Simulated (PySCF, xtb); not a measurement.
C2H8OSi3, SMILES C1=C[Si@H](O)[Si@H]1[SiH3]. One conformer was computed; it need not be the lowest.

Harmonic wavenumbers (cm⁻¹) from xtb with GFN2-xTB at its own minimum, in rising order: 23, 79, 81, 133, 172, 290, 322, 352, 407, 422, 442, 486, 520, 577, 606, 646, 715, 722, 734, 786, 811, 818, 831, 881, 935, 1074, 1262, 1564, 2009, 2221, 2226, 2233, 2262, 3015, 3036, 3681.

Question: What does B3LYP-D3(BJ)/def2-SVP run with PySCF 2.14.0 give at its own minimum? (Estimate from the structure and the level; the computed values follow.)

Answer: 75, 81, 86, 149, 190, 300, 341, 371, 418, 476, 506, 522, 612, 672, 687, 720, 755, 773, 811, 881, 893, 904, 942, 946, 1027, 1056, 1275, 1542, 2174, 2199, 2208, 2213, 2234, 3111, 3133, 3867. Paired by order, the mean absolute difference is 56 cm⁻¹ and the zero-point energies are 53.4 and 56.0 kcal/mol.
